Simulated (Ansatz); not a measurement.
CH8ClNSi2 can be A, `NC([SiH3])[SiH2]Cl`, or B, `[SiH3]NC[SiH2]Cl`.

Calculated with Ansatz (gas phase, PBE0-D4/def2-TZVP geometries, no zero-point term in ΔE). CBS: MP2 limit from def2 TZ/QZ plus the TZ coupled-cluster correction, frozen cores. Functionals use def2-TZVPP. B3LYP here is the variant with VWN-RPA as its local correlation; programs differ in this. Each species was taken in one conformer, which may not be the lowest.

(1) Which is lower in electronic energy at CCSD(T)/CBS, and by how much? (Best estimate.)

(2) Give E(B) − E(A) in kJ/mol with CCSD(T)/def2-TZVPP, MP2/def2-TZVPP, HF/def2-TZVPP, PBE0-D4, B3LYP, B2PLYP, r2SCAN-D4. (Estimate.)

Largest T1 diagnostic: 0.011.

## Answers

(1) Ansatz gave: B, by 50.5 kJ/mol.

(2) Ansatz gave: CCSD(T)/def2-TZVPP -50.5, MP2/def2-TZVPP -51.8, HF/def2-TZVPP -69.9, PBE0-D4 -45.6, B3LYP -58.7, B2PLYP -56.6, r2SCAN-D4 -48.6. None reverses the order clearly.

In def2-TZVPP, CCSD(T) changes the Hartree–Fock value by +19.4 kJ/mol (the triples alone add +3.2 kJ/mol) and MP2 by +18.1 kJ/mol. The D4 term adds +6.7 kJ/mol with B3LYP and +3.5 kJ/mol with PBE0; it sums over pairs of atoms, weighted by their polarisabilities, and B3LYP, whose exchange is more repulsive, gets the larger term.
